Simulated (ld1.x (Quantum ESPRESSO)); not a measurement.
Before and after: TM potential for tellurium

Te (Z = 52), norm-conserving Troullier–Martins (Kleinman–Bylander form), made with ld1.x (Quantum ESPRESSO) 7.5 (PBEsol, scalar-relativistic). Core [Kr] 4d10, reference 5s2 5p3 (charge +1). Waves: 5s (bound): rc 1.55 bohr; 5p (bound): rc 1.80 bohr; 5d channel at 0.2 Ry: rc 1.45 bohr. Local part: the d channel. Core correction: Bessel-smoothed model core inside 0.70 bohr.

All-electron outer shells of the reference configuration (PBEsol, scalar-relativistic, ld1.x):

```
shell  level (eV)  outermost node (bohr)  outermost maximum (bohr)
   5s      -23.51                   0.91                      1.77
   5p      -13.72                   1.00                      2.11
```

Change: wave 5p (bound): rc 1.80 bohr becomes 5p (bound): rc 1.22 bohr.

Cutoffs: the cutoffs (Ry, on a coarse ladder) from which the occupation-weighted sum of valence levels, in a spherical-Bessel basis at the reference potential, stays within 10 and 1 mRy of its value at 400 Ry; they do not see the model core or the augmentation charge, which bear on the density cutoff. Errors are all-electron minus pseudo energies relative to the spin-unpolarised reference configuration.

What does the change do?

The bound ghosts move from p, s to s; the number of tests with a reliable result goes from 7 to 6; of the 6 tests that both files solve, the error grows in 6 and shrinks in 0 by more than 15 % and 0.3 meV (median size 11.3 → 59.0 meV). That the errors move this way runs against the usual rule that smaller radii transfer better.

```tsv
quantity	base	changed
cutoff, loose	50 Ry	over 300 Ry
cutoff, tight	90 Ry	over 300 Ry
loose cutoff by channel (10 mRy a level)	s 30 Ry, p 12 Ry	s 30 Ry, p over 300 Ry
bound ghosts	s, p	s
tests with a reliable result	7 of 7	6 of 7
error for 5s2 5p4, meV [ΔE -9.75 eV]	+1.6	-3.2
error for 5s2 5p2, meV [ΔE 17.97 eV]	-11	-26
error for 5s2 5p1, meV [ΔE 44.92 eV]	-58	-167
error for 5s1 5p4, meV [ΔE 9.87 eV]	-12	-51
error for 5s1 5p5, meV [ΔE -0.47 eV]	-5.0	-67
error for 5s2 5p0, meV [ΔE 81.45 eV]	-199	-610
```

 A true bound ghost makes a file unfit for plane-wave use even where its test errors are small: the radial tests pick states by their node count and pass the ghost by.
